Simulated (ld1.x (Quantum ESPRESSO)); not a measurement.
bromine, PAW: configuration errors across variants

* Element: Br
* Generator: ld1.x (Quantum ESPRESSO) 7.5
* Type: PAW
* Functional: Wu–Cohen
* Relativity: scalar-relativistic
* Frozen core: [Ar] 3d10
* Valence charge: 7
* Reference configuration: 4s2 4p3 (charge +2)
* Partial waves: 4s (bound): rcut 1.20, rcutus 1.65 bohr; 4s channel at -2.7 Ry: rcut 1.20, rcutus 1.65 bohr; 4p (bound): rcut 1.05, rcutus 1.35 bohr; 4p channel at 2.3 Ry: rcut 1.05, rcutus 1.35 bohr
* Local potential: all-electron potential smoothed inside 1.60 bohr (lloc = -1)
* Core correction: Bessel-smoothed model core inside 0.95 bohr
* Augmentation charge: PSQ, inside the norm-conserving radii

All-electron excitation energies from the reference (eV): (1) 4s2 4p5 -35.355; (2) 4s2 4p4 -22.794; (3) 4s2 4p2 34.052.

2 further variants failed, have other tests or another functional or relativity, and are left out.

A true bound ghost makes a file unfit for plane-wave use even where its test errors are small: the radial tests pick states by their node count and pass the ghost by.

Errors AE − PS in meV (a dash: test not solved or not reliable):

```csv
change,(1),(2),(3),bound ghosts
base,-7.9,-2.2,-21,d
local potential all-electron potential smoothed inside 1.48 bohr (lloc = -1),-7.9,-2.2,-21,d
"waves 4s (bound): rcut 1.20, rcutus 1.56 bohr; 4s channel at -2.7 Ry: rcut 1.20, rcutus 1.56 bohr",-8.1,-2.3,-21,d
"waves 4p (bound): rcut 1.05, rcutus 1.30 bohr; 4p channel at 2.3 Ry: rcut 1.05, rcutus 1.30 bohr",-7.2,-1.9,-21,d
```

Task: Give the same row for: core correction Bessel-smoothed model core inside 1.42 bohr.

Result: -8.1, -2.3, -21; bound ghosts: d.
